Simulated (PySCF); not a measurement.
## Be6Se6: core ionisation energies

Species: (BeSe)6 prism, Be6Se6.
Structure used (PBE0-D3(BJ)/def2-SVP), in Å, numbered top down from 1:
```
atom  x, y, z in Å
Be1    1.2016   -0.7780   -1.3515
Se2   -0.3848   -2.2448   -1.3719
Be3   -1.6874   -0.9664   -0.2134
Se4   -2.3792    1.0687   -0.4497
Be5   -0.3585    1.8124   -0.6293
Se6    1.3127    1.3086   -1.9041
Be7    1.7062    0.9524    0.2221
Se8    2.3987   -1.0827    0.4574
Be9    0.3777   -1.8256    0.6381
Se10  -1.2936   -1.3223    1.9130
Be11  -1.1821    0.7639    1.3595
Se12   0.4040    2.2310    1.3808
```

Computed with delta-SCF UKS SCAN, pcX-2 on the ionised atom, pcseg-1 elsewhere, spin-free X2C (PySCF 2.14.0). These are vertical core ionisation energies against the vacuum level, from separate self-consistent calculations with and without the core hole.

Question: What binding energy does each computed site have?

Answer: 
| atom(s) | environment | level | binding energy (eV) | count |
| --- | --- | --- | --- | --- |
| Be1 (×6) | beryllium bonded to 3 Se | Be 1s | 120.51 | 6 |

Question: Give the binding energy of Be 1s of Be1 (×6) in hartree and in kJ/mol.

Answer: 120.51 eV = 4.4287 Eh = 11627 kJ/mol.

Question: Which photon energy gives electrons from Be 1s of Be1 (×6) a kinetic energy of 100 eV, and what is their de Broglie wavelength?

Answer: hν = 120.51 + 100 = 220.51 eV, recoil neglected; λ = 12.264 Å/√(E/eV) = 1.23 Å.

Atoms equivalent by their bonding share one computed value, that of the first of them. No level of selenium is listed. Isolated species at its PBE0-D3(BJ)/def2-SVP geometry (one conformer only).

The run took 35 s wall on one thread, AMD EPYC (x86_64), on a shared host, and the process peaked at 0.80 GiB of memory.
